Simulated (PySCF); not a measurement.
Which determinant of Be₂ lies lowest?

Unrestricted PBE0; Be def2-TZVP; no relativity (PySCF 2.14). Outer shells of the fragments: Be 2s2; Be 2s2.

Followed along the bond (rough minima from three points):

```
2Ms+1  unpaired  ⟨S²⟩ at the start  R at minimum (Å)  Te (eV)
    1      none               0.00              2.52     0.00
    3      σ ↑↑               2.00              2.15     0.47
    3  σ ↑, π ↑               2.05              2.02     0.54
    1  σ ↑, π ↓               1.04              2.01     0.91
    3      π ↑↑               2.00  none in the scan   ≤ 1.93
```

Solutions found at the starting distance of 1.920 Å, counted from the lowest of them; the search is not exhaustive and high or unbound solutions are not listed, so other states can lie among these:

```tsv
2Ms+1	unpaired	term	E (eV)	⟨S²⟩	⟨Lz²⟩
3	σ ↑, π ↑	³Π	0.00	2.05	1.00
1	none	¹Σ⁺	0.07	0.00	0.00
3	σ ↑↑	³Σ⁺	0.11	2.00	0.00
1	σ ↑, π ↓	mixed	0.35	1.04	1.01
3	π ↑↑	³Σ⁻	1.42	2.00	0.00
1	π ↑↓	mixed	1.56	1.01	2.02
1	none	mixed	2.21	0.00	2.00
3	π ↑↑	mixed	3.95	2.02	2.01
```

A term symbol is given only where ⟨S²⟩ and ⟨Lz²⟩ are close to those of a pure state; real π, δ and φ orbitals otherwise mix terms, and g/u labels are left off.

Q: Compare the gap between the two lowest followed solutions at the starting distance with the gap between their minima.

A: At PBE0 the second solution (triplet, unpaired electrons σ ↑↑) lies +0.04 eV from the first (singlet, closed shell) at 1.920 Å and +0.47 eV at the minima; the two curves relax by different amounts, since their minima lie near 2.15 and 2.52 Å.
